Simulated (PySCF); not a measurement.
## Deuteron quadrupole couplings in `C=CCP(C=C)C(C)C`

C8H15P.
Geometry (GFN2-xTB, Å), atoms numbered from 1 in this order:
```xyz
24
C8H15P angstrom
C      2.5438   -2.2737   -0.6987
C      1.8769   -1.9081    0.3813
C      0.4321   -1.5549    0.3992
P      0.2484    0.2802    0.7591
C      1.0618    0.8555   -0.7696
C      1.9121    1.8675   -0.7854
C     -1.5241    0.5005    0.1586
C     -1.8218    1.9940    0.0700
C     -2.4983   -0.1846    1.1103
H      3.5943   -2.5060   -0.6697
H      2.0634   -2.3648   -1.6594
H      2.3868   -1.8235    1.3323
H     -0.0460   -1.7925   -0.5554
H     -0.0749   -2.0927    1.2051
H      0.8210    0.3137   -1.6794
H      2.1609    2.4023    0.1166
H      2.3936    2.2053   -1.6901
H     -1.6127    0.0541   -0.8408
H     -1.7285    2.4552    1.0519
H     -1.1260    2.4876   -0.6070
H     -2.8352    2.1606   -0.2931
H     -2.3421   -1.2613    1.1299
H     -3.5248    0.0044    0.7982
H     -2.3726    0.2010    2.1207
```

Level: PBE0/pcSseg-1 (PySCF, non-relativistic); Q(2H) = 0.00286 b; rigid geometry, the same for H and D, with no vibrational averaging.

Task: Rank these positions by the coupling χzz of a deuteron there, largest first.
A. H13 (methylene hydrogen)
B. H21 (methyl hydrogen)
C. H18 (methine hydrogen)
D. H11 (vinylic hydrogen)
E. H15 (vinylic hydrogen)

Result: D (226 kHz), E (216 kHz), B (211 kHz), A (204 kHz), C (198 kHz).

Task: Give the electric field gradient Vzz (the principal value of largest size), its asymmetry and the 2H coupling at each hydrogen.

Result: 
| atom | bonded to | bond length (Å) | Vzz (au) | η | χzz (kHz) |
| --- | --- | --- | --- | --- | --- |
| H10 | C1 | 1.076 | 0.3402 | 0.05 | 229 |
| H11 | C1 | 1.078 | 0.3366 | 0.06 | 226 |
| H12 | C2 | 1.082 | 0.3232 | 0.06 | 217 |
| H13 | C3 | 1.094 | 0.3031 | 0.03 | 204 |
| H14 | C3 | 1.093 | 0.3051 | 0.02 | 205 |
| H15 | C5 | 1.086 | 0.3215 | 0.05 | 216 |
| H16 | C6 | 1.078 | 0.3325 | 0.04 | 223 |
| H17 | C6 | 1.079 | 0.3330 | 0.03 | 224 |
| H18 | C7 | 1.098 | 0.2946 | 0.01 | 198 |
| H19 | C8 | 1.089 | 0.3118 | 0.02 | 210 |
| H20 | C8 | 1.089 | 0.3089 | 0.02 | 208 |
| H21 | C8 | 1.089 | 0.3137 | 0.02 | 211 |
| H22 | C9 | 1.088 | 0.3149 | 0.02 | 212 |
| H23 | C9 | 1.089 | 0.3127 | 0.02 | 210 |
| H24 | C9 | 1.089 | 0.3116 | 0.02 | 209 |

Task: How does χzz go with the bond length over the 15 C–H bonds?

Result: A straight-line fit has a slope of -13.5 kHz for each 0.01 Å, with a correlation coefficient of -0.99, over lengths from 1.076 to 1.098 Å. The longer bonds have the smaller couplings here.

The structure is a single GFN2-xTB conformer in the gas phase; no vibrational or solvent corrections. GFN2-xTB bond lengths can be off by several hundredths of an ångström, more for odd bonds, and the gradients follow them. A larger basis could move these couplings by a tenth or more.
